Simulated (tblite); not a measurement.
Species: C6H9ClSi.
Atom-mapped SMILES: `[CH3:1][C:2]#[C:3][C@H:4]1[CH2:5][Si@H:6]([Cl:7])[CH2:8]1` (hydrogens: H9, H10, H11 on C1; H12 on C4; H13, H14 on C5; H15 on Si6; H16, H17 on C8)

Computed with GFN2-xTB (tblite), gas phase: L-BFGS steps from a force-field or distance-geometry start until the largest atomic force falls under 0.01 eV/Å.

Step 44: E = -644.2018 eV
```
atom  x, y, z in Å  |  force x, y, z in eV/Å
C1      3.1315    0.2683   -0.7178   -0.017  -0.041   0.009
C2      1.7760   -0.2226   -0.5833    0.040   0.019   0.001
C3      0.6472   -0.6201   -0.5148    0.090  -0.029   0.025
C4     -0.7471   -0.9247   -0.2926    0.056   0.096  -0.058
C5     -1.0444   -0.8188    1.2233   -0.048   0.004  -0.007
Si6    -1.6435    0.9773    0.9836   -0.127   0.059  -0.016
Cl7    -3.4770    1.3965    1.7388    0.035   0.002  -0.014
C8     -1.5910    0.2769   -0.7967   -0.048   0.037   0.108
H9      3.2799    1.1128   -0.0399   -0.016  -0.016  -0.135
H10     3.8514   -0.5077   -0.4538   -0.030  -0.009  -0.079
H11     3.2936    0.5837   -1.7509    0.104   0.021   0.127
H12    -1.0127   -1.8909   -0.7312    0.008   0.078  -0.020
H13    -0.1854   -1.0381    1.8494    0.058   0.056   0.037
H14    -1.8420   -1.4972    1.5148   -0.086  -0.065   0.030
H15    -0.7662    2.0996    1.3020    0.025  -0.087  -0.002
H16    -2.5704   -0.0339   -1.1548    0.000  -0.061  -0.072
H17    -1.1072    0.8511   -1.5861   -0.044  -0.063   0.067
```

Step 45: E = -644.2059 eV
```
atom  x, y, z in Å  |  force x, y, z in eV/Å
C1      3.1391    0.2598   -0.7252    0.010  -0.032  -0.003
C2      1.7842   -0.2257   -0.5917   -0.005   0.011   0.015
C3      0.6511   -0.6080   -0.5163    0.062  -0.057   0.076
C4     -0.7404   -0.9175   -0.2863    0.004   0.104  -0.123
C5     -1.0483   -0.8136    1.2258   -0.022   0.028   0.006
Si6    -1.6591    0.9787    0.9805   -0.138  -0.031   0.050
Cl7    -3.4889    1.3894    1.7390   -0.037   0.009  -0.007
C8     -1.5916    0.2767   -0.7953   -0.040   0.068   0.079
H9      3.2856    1.1043   -0.0497    0.015   0.016  -0.089
H10     3.8556   -0.5182   -0.4622   -0.007  -0.019  -0.060
H11     3.3032    0.5759   -1.7560    0.113   0.031   0.061
H12    -0.9994   -1.8846   -0.7229   -0.013   0.027  -0.049
H13    -0.1906   -1.0188    1.8577    0.062   0.032   0.049
H14    -1.8388   -1.5044    1.5081   -0.076  -0.044   0.049
H15    -0.7949    2.0967    1.3270    0.096  -0.012  -0.014
H16    -2.5684   -0.0305   -1.1622   -0.009  -0.111  -0.064
H17    -1.1055    0.8520   -1.5801   -0.015  -0.018   0.023
```

Step 46: E = -644.2098 eV
```
atom  x, y, z in Å  |  force x, y, z in eV/Å
C1      3.1538    0.2399   -0.7425    0.015   0.000  -0.009
C2      1.7964   -0.2316   -0.5945   -0.026   0.012   0.007
C3      0.6591   -0.5987   -0.5116    0.064  -0.054   0.099
C4     -0.7320   -0.9026   -0.2769   -0.058   0.088  -0.108
C5     -1.0481   -0.8017    1.2338   -0.019   0.046   0.029
Si6    -1.6901    0.9831    0.9867   -0.186  -0.013   0.170
Cl7    -3.5528    1.3325    1.7247    0.103  -0.003  -0.065
C8     -1.5849    0.2886   -0.7888   -0.059   0.083   0.011
H9      3.3140    1.0883   -0.0757    0.026   0.009  -0.057
H10     3.8648   -0.5436   -0.4868    0.020  -0.040  -0.023
H11     3.3136    0.5507   -1.7741    0.101   0.037   0.003
H12    -0.9921   -1.8691   -0.7119   -0.020  -0.001  -0.066
H13    -0.1869   -0.9885    1.8684    0.026   0.030   0.038
H14    -1.8274   -1.5085    1.5135   -0.028  -0.006   0.047
H15    -0.8570    2.1203    1.3679    0.025  -0.088  -0.051
H16    -2.5538   -0.0148   -1.1822    0.029  -0.128  -0.033
H17    -1.0837    0.8681   -1.5599   -0.013   0.028   0.007
```

Step 47: E = -644.2141 eV
```
atom  x, y, z in Å  |  force x, y, z in eV/Å
C1      3.1594    0.2331   -0.7479    0.034   0.015  -0.020
C2      1.8010   -0.2316   -0.5951    0.008   0.026  -0.006
C3      0.6630   -0.5943   -0.5089   -0.018  -0.048   0.108
C4     -0.7292   -0.8937   -0.2745   -0.073   0.031  -0.029
C5     -1.0498   -0.7964    1.2376   -0.008   0.039   0.022
Si6    -1.7047    0.9847    0.9899   -0.169  -0.090   0.180
Cl7    -3.5726    1.3125    1.7173    0.085   0.015  -0.054
C8     -1.5862    0.2946   -0.7835   -0.037   0.044  -0.042
H9      3.3255    1.0839   -0.0873    0.033   0.015  -0.009
H10     3.8675   -0.5531   -0.4965    0.037  -0.056   0.007
H11     3.3212    0.5434   -1.7780    0.080   0.035  -0.055
H12    -0.9881   -1.8611   -0.7089   -0.026   0.005  -0.067
H13    -0.1877   -0.9761    1.8751   -0.012   0.026   0.013
H14    -1.8262   -1.5095    1.5140    0.011   0.014   0.041
H15    -0.8703    2.1158    1.3747    0.039  -0.029  -0.032
H16    -2.5492   -0.0122   -1.1875    0.008  -0.136  -0.026
H17    -1.0807    0.8723   -1.5505    0.006   0.094  -0.033
```

Q: Estimate the geometry and energy of step 48. (The exact step hangs on the optimiser's Hessian estimate; all steps are aligned on step 47, rigid shifts and turns removed.)

A: E = -644.2194 eV, largest force 0.165 eV/Å
```
atom  x, y, z in Å  |  force x, y, z in eV/Å
C1      3.1721    0.2193   -0.7605    0.050   0.013  -0.037
C2      1.8106   -0.2324   -0.5964   -0.023   0.022  -0.020
C3      0.6700   -0.5862   -0.5006   -0.025   0.003   0.094
C4     -0.7253   -0.8775   -0.2698   -0.050  -0.040   0.099
C5     -1.0521   -0.7858    1.2448   -0.015  -0.010   0.014
Si6    -1.7359    0.9856    1.0005   -0.012  -0.114   0.119
Cl7    -3.6128    1.2717    1.7005    0.009   0.044  -0.015
C8     -1.5872    0.3074   -0.7755   -0.004  -0.015  -0.087
H9      3.3516    1.0736   -0.1096    0.038   0.011   0.045
H10     3.8754   -0.5733   -0.5155    0.034  -0.051   0.039
H11     3.3352    0.5269   -1.7906    0.042   0.022  -0.100
H12    -0.9799   -1.8476   -0.7040   -0.040   0.045  -0.056
H13    -0.1883   -0.9534    1.8872   -0.080   0.024  -0.037
H14    -1.8228   -1.5108    1.5155    0.084   0.051   0.036
H15    -0.9058    2.1191    1.3963   -0.008  -0.045  -0.036
H16    -2.5396   -0.0092   -1.1971    0.004  -0.117  -0.016
H17    -1.0723    0.8851   -1.5353   -0.006   0.156  -0.040
```

The energy changes by -0.0053 eV. The first-order estimate −F·Δx gives -0.0081 eV and the mean of the old and new forces, exact on a quadratic surface, -0.0054 eV. The step makes an angle of 80° with the force vector and moves no atom by more than 0.060 Å.

What follows is the cost of the whole relaxation. On an Arm Neoverse N1 with one thread, shared host with 64 logical CPUs at a one-minute load of 58, this took 1.4 s wall.
